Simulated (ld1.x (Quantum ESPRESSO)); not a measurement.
Results of a calculation; reference values are marked as such.
## Potentials for O compared

Generated with ld1.x 7.5 (TM, RRKJ, ultrasoft, PAW), atompaw 4.2 or ONCVPSP 4.0.1. The cutoff is in Ry: for ld1.x and atompaw files where the sum of valence levels is converged to 10 mRy in a Bessel basis, for ONCV files where the hardest occupied wave has 1 mHa per electron of residual kinetic energy. The error is the largest all-electron minus pseudo excitation energy over each file’s own four to seven test configurations (ionisations up to +4, promotions, holes and added fractions of an electron), all of which were solved. The labels leave out finer settings (local radius, basis sizes, second energies), which also bear on the numbers. Spin-polarised tests are not counted. The rows are a selection from randomly drawn settings: files with unsolved tests, undetermined cutoffs or missed reference levels are left out.

```csv
potential,cutoff (Ry),largest error (meV),bound ghosts
"TM, PBE, scalar-relativistic, rc 0.65/1.45/1.50 (spd), local p, core correction no, reference 2s2 2p3",140,+1626,none
"TM, LDA (PZ), scalar-relativistic, rc 0.60/1.15/0.90 (spd), local s, core correction no, reference 2s2 2p2",200,+254,none
"TM, PBE, scalar-relativistic, rc 0.85/1.20 (sp), local s, core correction yes, reference 2s2 2p3",100,+819,none
"RRKJ, PBEsol, scalar-relativistic, rc 0.55/1.40 (sp), local s, core correction yes, reference 2s2 2p4",260,+2281,none
"RRKJ, PBE, non-relativistic, rc 0.60/1.35/1.30 (spd), local s, core correction yes, reference 2s2 2p3",200,+449,none
"TM, Wu–Cohen, scalar-relativistic, rc 0.95/1.50/1.15 (spd), local d, core correction no, reference 2s2 2p4",70,+2310,none
"TM, PBEsol, non-relativistic, rc 0.75/2.10/2.15 (spd), local p, core correction yes, reference 2s1 2p5",70,+3399,none
```

Problem. Fill in the row for O: TM, PBEsol, scalar-relativistic, rc 0.60/0.95 (sp), local s, core correction yes, reference 2s2 2p4.

Solution. cutoff 200 Ry, largest error +378 meV, bound ghosts: none.
